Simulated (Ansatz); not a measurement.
Species: CrO3, net charge 0, singlet state. 
Coordinates optimised at B3LYP-D3(BJ)/def2-TZVP (Ansatz, a quantum-chemistry and plane-wave program):
```xyz
4

Cr    -0.0939     0.0805     0.1164
O     -0.9681    -1.1914    -0.2050
O      0.0022     1.1476    -1.0401
O      1.2477    -0.1977     0.8960
```

Wanted: vertical triplet-singlet gap (E(triplet) - E(singlet); each state is the SCF solution reached for its spin; the molecule has degenerate orbitals, so one determinant may break the symmetry; the UHF <S^2> is 3.46 for the triplet (pure: 2.00); for the triplet the Hartree-Fock reference is unstable and T1 is 0.179; for the singlet the Hartree-Fock reference is unstable and T1 is 0.051), in kcal/mol. Valence correlation only, unless marked. Open shells are spin-unrestricted. No spin-orbit coupling. The frozen core is the preceding noble-gas configuration, with the filled d and f shells of earlier blocks. No relativistic terms. CBS marks a two-point X^-3 extrapolation of the correlation energy; Hartree-Fock from the larger set. The program attaches cautions to a run behind CCSD/def2-SVPD: large difference. The program attaches cautions to a run behind CCSD(T)/def2-SVPD: large difference.

```
level                                program  vertical triplet-singlet gap (kcal/mol)
-----------------------------------  -------  ---------------------------------------
HF/def2-TZVPPD                        Ansatz                                    -85.2
r2SCAN/def2-TZVPD                     Ansatz                                     29.9
B3LYP/def2-TZVPD                      Ansatz                                     26.1
CAM-B3LYP/def2-TZVPD                  Ansatz                                     24.8
wB97M-V/def2-TZVPD                    Ansatz                                     28.4
RI-MP2/def2-TZVPPD                    Ansatz                                    248.0
RI-MP2/CBS(def2-TZVPPD,def2-QZVPPD)   Ansatz                                    251.1
CCSD/def2-SVPD                        Ansatz                                     16.1
CCSD(T)/def2-SVPD                     Ansatz                                     26.0
```
